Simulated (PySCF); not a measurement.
## Computed properties of H5InSi, SMILES [SiH3][InH2]

In(H)2(SiH3) (H5InSi), SMILES [InH2][SiH3]. Coordinates come from a r2SCAN-D4/def2-TZVP optimisation. The def2 effective core potentials stand for the cores of In; spin–orbit coupling is left out. The values are those of a single conformer. All values are computed for the isolated molecule unless a solvent is named; none is compared with measurement here.

**Structure.** All 15 harmonic modes at r2SCAN-D4/def2-TZVP (PySCF) are real, so it is a minimum.

**Vibrations.** The strongest infrared lines (harmonic, unscaled, degenerate partners summed) lie at 608 cm⁻¹ (301 km/mol, H 98 %), 1788 cm⁻¹ (272 km/mol, H 99 %), 1785 cm⁻¹ (259 km/mol, H 99 %). The softest mode is at 32 cm⁻¹ and the zero-point energy is 22.1 kcal/mol.

**Electronic structure.** HF/def2-TZVPD (PySCF) places the frontier levels at -9.70 and 0.32 eV, a gap of 10.02 eV, and gives a dipole moment of 0.08 D and a mean polarisability of 69.2 bohr³.

**Excitations.** TDDFT-ωB97X/def2-SVPD (PySCF) has S1 at 4.15 eV (298 nm, f = 0.002, dark); the most intense of the 10 singlets computed lies at 7.03 eV (f = 0.51). T1 (TDA) is at 3.71 eV. No vertical singlet excitation falls in the visible range (under 3.1 eV).
